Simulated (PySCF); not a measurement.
# Computed records: ClGeH3NO, CH5BGeSi, B2GeH5O, C2H7Ge and others

Calculation on a computer-drawn molecule: optimised geometry and harmonic frequencies of an isolated molecule of the commonest isotopes, restricted reference for singlets and unrestricted otherwise, frozen core in MP2; on germanium a core potential holds 10 electrons, which the energies leave out, and 3d is frozen in MP2 and coupled-cluster steps. Program: PySCF 2.14.0.

Common to all runs: basis and core potential on germanium cc-pVDZ-PP ECP10MDF.

```json
{"entry": 1, "formula": "ClGeH3NO", "start_structure": {"atoms_angstrom": [["N", 1.5508, -0.8626, 1.3554], ["Ge", 0.032, -0.5879, 0.4089], ["O", -0.4776, -1.7394, -0.703], ["Cl", -1.1301, 1.1178, 0.4974], ["H", 1.9214, -0.2308, 1.9715], ["H", 2.1022, -1.7053, 1.2929], ["H", -0.0626, -2.5635, -0.857]]}, "given": {"charge": 1, "multiplicity": 1, "method": "HF", "basis": "cc-pV(D+d)Z", "drawn_bonds_atom": [1, 2, 2, 1, 1, 3], "drawn_bonds_other_atom": [2, 3, 4, 5, 6, 7], "drawn_bonds_order": [1, 1, 1, 1, 1, 1]}, "results": {"optimised_atom_element": ["N", "Ge", "O", "Cl", "H", "H", "H"], "optimised_atom_x [angstrom]": [1.515, 0.08805, -0.5076, -1.018, 1.841, 2.084, -0.06564], "optimised_atom_y [angstrom]": [-0.8554, -0.6221, -1.754, 1.089, -0.1617, -1.682, -2.585], "optimised_atom_z [angstrom]": [1.33, 0.3955, -0.7136, 0.5647, 1.981, 1.275, -0.8666], "modes_frequency [cm^-1]": [188.0, 210.3, 239.6, 327.9, 398.5, 443.1, 527.1, 830.6, 884.2, 911.4, 958.5, 1656, 3737, 3857, 4071], "modes_reduced_mass [dalton]": [6.269, 15.8, 4.23, 1.085, 1.132, 1.054, 26.07, 4.798, 1.219, 5.096, 1.382, 1.11, 1.048, 1.103, 1.068], "rotational_constants [GHz]": [6.425, 3.184, 2.129], "total_energy [hartree]": -883.7476, "convergence_status_largest_gradient_component [hartree/bohr]": 3.319e-05}}
{"entry": 2, "formula": "CH5BGeSi", "start_structure": {"atoms_angstrom": [["C", 0.3813, -3.637, -0.9816], ["B", -0.4387, -2.6924, -0.3189], ["Si", -1.3619, -1.1744, 0.4339], ["Ge", 0.2514, 0.6973, 0.6276], ["H", 0.0853, -4.6877, -1.209], ["H", 1.4361, -3.4464, -1.2766], ["H", -1.9298, -1.4609, 1.7423], ["H", -2.571, -0.6695, -0.3187], ["H", 0.5645, 0.5139, -0.9623]]}, "given": {"charge": 0, "multiplicity": 1, "method": "HF", "basis": "cc-pV(D+d)Z", "drawn_bonds_atom": [1, 2, 3, 1, 1, 3, 3, 4], "drawn_bonds_other_atom": [2, 3, 4, 5, 6, 7, 8, 9], "drawn_bonds_order": [2, 1, 1, 1, 1, 1, 1, 1]}, "results": {"optimised_atom_element": ["C", "B", "Si", "Ge", "H", "H", "H", "H", "H"], "optimised_atom_x [angstrom]": [0.3773, -0.4, -1.384, 0.2211, 0.1104, 1.289, -1.915, -2.528, 0.647], "optimised_atom_y [angstrom]": [-3.672, -2.668, -1.144, 0.7496, -4.722, -3.456, -1.572, -0.6994, 0.6279], "optimised_atom_z [angstrom]": [-0.9748, -0.4132, 0.4258, 0.659, -0.9046, -1.525, 1.743, -0.412, -0.8619], "modes_frequency [cm^-1]": [52.55, 97.87, 180.9, 236.5, 261.8, 322.5, 409.3, 532.5, 619.5, 713.1, 727.6, 815.2, 852.1, 1019, 1392, 1676, 2005, 2278, 2297, 3288, 3366], "modes_reduced_mass [dalton]": [3.673, 1.195, 1.015, 2.761, 2.913, 4.453, 1.151, 6.052, 1.169, 1.21, 1.411, 1.239, 1.312, 1.05, 1.194, 4.919, 1.021, 1.041, 1.039, 1.063, 1.108], "rotational_constants [GHz]": [6.884, 1.359, 1.159], "total_energy [hartree]": -647.6846, "convergence_status_largest_gradient_component [hartree/bohr]": 3.255e-05}}
{"entry": 3, "formula": "B2GeH5O", "start_structure": {"atoms_angstrom": [["B", 0.1919, 1.5332, -2.7787], ["Ge", 0.7777, 0.0972, -1.3171], ["B", 1.1814, -1.7833, -0.6245], ["O", 1.0566, 0.9701, 0.1678], ["H", -0.8403, 1.7898, -2.8487], ["H", 1.0376, 2.0403, -3.3769], ["H", 0.3304, -2.4342, -0.1107], ["H", 2.3033, -2.2184, -0.6893], ["H", 1.0151, 1.8943, 0.4286]]}, "given": {"charge": 1, "multiplicity": 1, "method": "HF", "basis": "cc-pVDZ", "drawn_bonds_atom": [1, 2, 2, 1, 1, 3, 3, 4], "drawn_bonds_other_atom": [2, 3, 4, 5, 6, 7, 8, 9], "drawn_bonds_order": [1, 1, 1, 1, 1, 1, 1, 1]}, "results": {"optimised_atom_element": ["B", "Ge", "B", "O", "H", "H", "H", "H", "H"], "optimised_atom_x [angstrom]": [0.2406, 0.8205, 1.166, 1.114, -0.9225, 1.099, 0.246, 2.267, 1.023], "optimised_atom_y [angstrom]": [1.423, 0.2579, -1.773, 1.095, 1.603, 1.853, -2.424, -2.183, 2.038], "optimised_atom_z [angstrom]": [-2.728, -1.08, -0.7025, 0.3987, -2.895, -3.429, -0.3253, -0.8731, 0.4843], "modes_frequency [cm^-1]": [138.1, 145.1, 152.9, 179.1, 200.2, 469.9, 498.9, 567.7, 616.1, 714.3, 820.5, 882.6, 937.6, 955.5, 1197, 1222, 2746, 2752, 2878, 2885, 4103], "modes_reduced_mass [dalton]": [3.286, 1.355, 1.427, 1.239, 4.233, 1.097, 4.768, 5.729, 1.161, 1.289, 11.28, 1.148, 1.307, 1.339, 1.117, 1.114, 1.043, 1.044, 1.134, 1.136, 1.068], "rotational_constants [GHz]": [6.888, 4.462, 2.844], "total_energy [hartree]": -420.2299, "convergence_status_largest_gradient_component [hartree/bohr]": 3.269e-05}}
{"entry": 4, "formula": "C2H7Ge", "start_structure": {"atoms_angstrom": [["C", -2.3324, 0.0014, -0.8037], ["C", -0.8588, 0.4156, -0.4377], ["Ge", -0.3026, -0.1317, 1.4471], ["H", -3.0161, 0.5553, -0.1251], ["H", -2.569, 0.1369, -1.8397], ["H", -2.512, -1.0269, -0.5399], ["H", -0.199, -0.1642, -1.1399], ["H", -0.7502, 1.4081, -0.7141], ["H", -0.4196, -1.6718, 1.4589], ["H", 1.2247, 0.0568, 1.3697]]}, "given": {"charge": 0, "multiplicity": 2, "method": "HF", "basis": "cc-pVDZ", "drawn_bonds_atom": [1, 2, 1, 1, 1, 2, 2, 3, 3], "drawn_bonds_other_atom": [2, 3, 4, 5, 6, 7, 8, 9, 10], "drawn_bonds_order": [1, 1, 1, 1, 1, 1, 1, 1, 1]}, "results": {"optimised_atom_element": ["C", "C", "Ge", "H", "H", "H", "H", "H", "H", "H"], "optimised_atom_x [angstrom]": [-2.34, -0.8707, -0.2407, -3.003, -2.625, -2.536, -0.2239, -0.6875, -0.4574, 1.249], "optimised_atom_y [angstrom]": [-0.009745, 0.3239, -0.1624, 0.5267, 0.2643, -1.078, -0.198, 1.393, -1.661, 0.1813], "optimised_atom_z [angstrom]": [-0.7763, -0.5089, 1.303, -0.09335, -1.795, -0.6562, -1.221, -0.6455, 1.585, 1.484], "modes_frequency [cm^-1]": [128.3, 237.3, 246.7, 540.2, 579.2, 655.1, 787.8, 922.0, 1036, 1045, 1122, 1349, 1357, 1520, 1561, 1596, 1601, 2168, 2177, 3169, 3179, 3222, 3238, 3250], "modes_reduced_mass [dalton]": [1.086, 1.511, 1.624, 1.781, 1.193, 1.355, 1.183, 1.026, 1.389, 1.256, 1.972, 1.401, 1.304, 1.21, 1.107, 1.046, 1.038, 1.017, 1.024, 1.04, 1.059, 1.102, 1.103, 1.104], "rotational_constants [GHz]": [25.43, 3.525, 3.274], "total_energy [hartree]": -373.1544, "spin_squared": 0.7535, "convergence_status_largest_gradient_component [hartree/bohr]": 2.613e-05}}
{"entry": 5, "formula": "Al2GeH3O", "start_structure": {"atoms_angstrom": [["O", -0.1371, 1.6312, -2.1547], ["Al", -0.7577, 0.1849, -2.2157], ["Ge", -1.6016, -2.1519, -2.2351], ["Al", -0.3072, -3.7152, -0.7226], ["H", -3.071, -2.0448, -1.7906], ["H", -1.6041, -2.5821, -3.708], ["H", -0.169, -3.2757, 0.7973]]}, "given": {"charge": 0, "multiplicity": 2, "method": "MP2", "basis": "cc-pV(D+d)Z", "drawn_bonds_atom": [1, 2, 3, 3, 3, 4], "drawn_bonds_other_atom": [2, 3, 4, 5, 6, 7], "drawn_bonds_order": [2, 1, 1, 1, 1, 1]}, "results": {"optimised_atom_element": ["O", "Al", "Ge", "Al", "H", "H", "H"], "optimised_atom_x [angstrom]": [-0.1043, -0.7672, -1.606, -0.1927, -3.072, -1.634, -0.2727], "optimised_atom_y [angstrom]": [1.665, 0.174, -2.162, -3.627, -2.059, -2.596, -3.349], "optimised_atom_z [angstrom]": [-2.168, -2.236, -2.228, -0.7504, -1.754, -3.705, 0.8131], "modes_frequency [cm^-1]": [50.43, 103.9, 129.9, 149.2, 267.0, 288.2, 316.8, 482.4, 535.7, 625.8, 881.2, 1025, 1917, 2137, 2162], "modes_reduced_mass [dalton]": [18.74, 1.08, 9.069, 15.92, 9.098, 1.265, 8.0, 1.11, 1.049, 1.058, 1.022, 19.17, 1.044, 1.019, 1.021], "rotational_constants [GHz]": [5.017, 1.202, 0.9878], "total_energy [hartree]": -854.1841, "spin_squared": 0.7572, "convergence_status_largest_gradient_component [hartree/bohr]": 4.192e-05}}
{"entry": 6, "formula": "AlGeH3N2", "start_structure": {"atoms_angstrom": [["N", -1.7712, 1.625, 1.6329], ["Ge", -0.5803, 0.3198, 1.8264], ["N", 0.8784, 0.2497, 1.0247], ["Al", 2.45, -0.1403, 0.3589], ["H", -1.6147, 2.4031, 1.0225], ["H", -2.6407, 1.6609, 2.1262], ["H", -1.1626, -0.6639, 2.8327]]}, "given": {"charge": 0, "multiplicity": 1, "method": "MP2", "basis": "cc-pV(D+d)Z", "drawn_bonds_atom": [1, 2, 3, 1, 1, 2], "drawn_bonds_other_atom": [2, 3, 4, 5, 6, 7], "drawn_bonds_order": [1, 2, 1, 1, 1, 1]}, "results": {"optimised_atom_element": ["N", "Ge", "N", "Al", "H", "H", "H"], "optimised_atom_x [angstrom]": [-1.898, -0.5396, 0.9022, 2.441, -1.716, -2.59, -1.041], "optimised_atom_y [angstrom]": [1.57, 0.3847, 0.4908, -0.4296, 2.461, 1.648, -0.6702], "optimised_atom_z [angstrom]": [1.555, 1.722, 0.8006, 0.6287, 1.098, 2.297, 2.723], "modes_frequency [cm^-1]": [40.79, 67.49, 205.9, 283.1, 357.4, 530.2, 539.9, 710.9, 745.1, 902.1, 1067, 1543, 2161, 3585, 3713], "modes_reduced_mass [dalton]": [9.047, 8.578, 5.031, 1.218, 1.287, 3.133, 1.423, 1.165, 3.723, 1.171, 14.72, 1.117, 1.021, 1.048, 1.098], "rotational_constants [GHz]": [24.43, 1.627, 1.527], "total_energy [hartree]": -646.4160, "convergence_status_largest_gradient_component [hartree/bohr]": 1.886e-06}}
```
